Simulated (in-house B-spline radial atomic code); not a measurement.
Whole-atom quantities along the 7-electron series, configuration [He] 2s2 2p3. Breit and QED terms are first order and not part of the total energy; the density at the nucleus is averaged over the nuclear charge. Computed with an all-electron radial atomic-structure program (B-spline basis): Dirac-Hartree-Fock, average of the configuration, finite nuclei.

| ion | Z | E/Z² (Eh) | Σ<r²> (bohr²) | n(0)/Z³ (bohr⁻³) | Lamb diamagnetic shielding (ppm) | repulsion over attraction | Breit energy (eV) | self-energy (eV) | vacuum polarisation (eV) | Dirac less non-relativistic energy (Eh) |
| --- | --- | --- | --- | --- | --- | --- | --- | --- | --- | --- |
| Ga24+ | 31 | -1.5067 | 0.22112 | 0.93096 | 1751.44 | 0.041717 | 16.653 | 16.982 | -1.5874 | -17.173 |
| Ge25+ | 32 | -1.5121 | 0.20585 | 0.94884 | 1813.47 | 0.040438 | 18.404 | 18.944 | -1.8054 | -19.6 |
| As26+ | 33 | -1.5173 | 0.19208 | 0.96823 | 1875.8 | 0.039234 | 20.276 | 21.062 | -2.0455 | -22.28 |
| Se27+ | 34 | -1.5223 | 0.17961 | 0.98806 | 1938.45 | 0.038096 | 22.272 | 23.34 | -2.3095 | -25.23 |
| Br28+ | 35 | -1.5271 | 0.16829 | 1.009 | 2001.43 | 0.037021 | 24.398 | 25.788 | -2.5989 | -28.469 |
| Kr29+ | 36 | ? | ? | ? | ? | ? | ? | ? | ? | ? |
| Rb30+ | 37 | -1.5364 | 0.14857 | 1.0538 | 2128.45 | 0.035036 | 29.054 | 31.22 | -3.2613 | -35.891 |
| Sr31+ | 38 | -1.5409 | 0.13994 | 1.0776 | 2192.52 | 0.034119 | 31.594 | 34.219 | -3.638 | -40.114 |
| Zr33+ | 40 | -1.5496 | 0.12474 | 1.128 | 2321.84 | 0.032415 | 37.121 | 40.825 | -4.4924 | -49.692 |
| Nb34+ | 41 | -1.5539 | 0.11802 | 1.154 | 2387.11 | 0.031623 | 40.116 | 44.447 | -4.9745 | -55.092 |
| Mo35+ | 42 | -1.558 | 0.11181 | 1.1801 | 2452.82 | 0.030866 | 43.272 | 48.295 | -5.4961 | -60.931 |
| Tc36+ | 43 | -1.5621 | 0.10606 | 1.2097 | 2518.99 | 0.030143 | 46.595 | 52.375 | -6.0601 | -67.236 |
| Ru37+ | 44 | -1.5662 | 0.10072 | 1.2385 | 2585.61 | 0.029451 | 50.088 | 56.699 | -6.6685 | -74.029 |
| Rh38+ | 45 | -1.5702 | 0.095758 | 1.2702 | 2652.73 | 0.028789 | 53.757 | 61.274 | -7.3246 | -81.341 |
| Pd39+ | 46 | ? | ? | ? | ? | ? | ? | ? | ? | ? |
| Ag40+ | 47 | ? | ? | ? | ? | ? | ? | ? | ? | ? |
| Cd41+ | 48 | -1.5821 | 0.082798 | 1.3711 | 2857.15 | 0.026959 | 65.869 | 76.61 | -9.6063 | -106.66 |
| In42+ | 49 | -1.5861 | 0.079029 | 1.409 | 2926.39 | 0.026396 | 70.292 | 82.292 | -10.482 | -116.33 |
| Sn43+ | 50 | -1.59 | 0.075498 | 1.4471 | 2996.2 | 0.025855 | 74.916 | 88.279 | -11.421 | -126.66 |

Fill in the row of Kr29+.

E/Z² (Eh): -1.5318; Σ<r²> (bohr²): 0.15798; n(0)/Z³ (bohr⁻³): 1.0309; Lamb diamagnetic shielding (ppm): 2064.76; repulsion over attraction: 0.036002; Breit energy (eV): 26.657; self-energy (eV): 28.412; vacuum polarisation (eV): -2.9156; Dirac less non-relativistic energy (Eh): -32.016.

Fill in the row of Pd39+.

E/Z² (Eh): -1.5742; Σ<r²> (bohr²): 0.091136; n(0)/Z³ (bohr⁻³): 1.3025; Lamb diamagnetic shielding (ppm): 2720.35; repulsion over attraction: 0.028154; Breit energy (eV): 57.607; self-energy (eV): 66.111; vacuum polarisation (eV): -8.0309; Dirac less non-relativistic energy (Eh): -89.197.

Fill in the row of Ag40+.

E/Z² (Eh): -1.5782; Σ<r²> (bohr²): 0.086825; n(0)/Z³ (bohr⁻³): 1.3371; Lamb diamagnetic shielding (ppm): 2788.48; repulsion over attraction: 0.027544; Breit energy (eV): 61.643; self-energy (eV): 71.219; vacuum polarisation (eV): -8.7905; Dirac less non-relativistic energy (Eh): -97.627.

With what power of Z does the column «Σ<r²> (bohr²)» change over this range?

A fit of the logarithm of its size against log Z from Z = 31 to 50 has slope -2.25. Unscreened non-relativistic hydrogenic orbitals would give -2.
